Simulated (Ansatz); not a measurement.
Relaxation of ClH5Sn (7 atoms, charge 0, multiplicity 1), to a largest force component of 0.03 eV/Å in at most 50 steps.

Computed with Ansatz 0.2.0, RKS BLYP-D4/def2-SVP.

```xyz
7
Properties=species:S:1:pos:R:3:forces:R:3
Sn -0.453 0.000 -0.448 -0.01 0.00 -0.33
Cl 0.009 0.000 3.143 -0.77 0.00 -0.08
H 1.142 0.000 0.205 -0.08 0.00 0.03
H -0.676 1.421 -1.418 -0.01 -0.03 0.00
H -0.676 -1.421 -1.418 -0.01 0.03 0.00
H -1.726 0.000 0.738 0.02 0.00 -0.02
H -1.176 0.000 2.516 0.85 0.00 0.41
```

Task: Where does it end, and by what steps?

Result: The forces met the threshold. The force dipped under the threshold on the way, but the program's further checks kept it going. After 7 steps the energy has fallen by 0.094 eV; Cl2 moved furthest, 0.45 Å.

| step | energy less start (eV) | largest force component (eV/Å) | accepted |
| --- | --- | --- | --- |
| 0 | 0.0000 | 0.845 | yes |
| 1 | -0.0620 | 0.688 | yes |
| 2 | -0.0783 | 0.478 | yes |
| 3 | -0.0850 | 0.224 | yes |
| 4 | -0.0884 | 0.242 | yes |
| 5 | -0.0905 | 0.161 | yes |
| 6 | -0.0932 | 0.013 | yes |
| 7 | -0.0936 | 0.029 | yes |

```xyz
7
Properties=species:S:1:pos:R:3
Sn -0.459 0.000 -0.560
Cl -0.180 0.000 3.549
H 1.134 0.000 0.099
H -0.720 1.418 -1.515
H -0.720 -1.418 -1.515
H -1.621 0.000 0.735
H -0.990 0.000 2.524
```

Whether the end is a true minimum wasn't checked by a vibrational analysis.

Run time: 4.6 s on 1 thread of AMD EPYC 9R45 96-Core Processor (Zen 5), with other jobs on the host, peak memory 0.14 GiB.
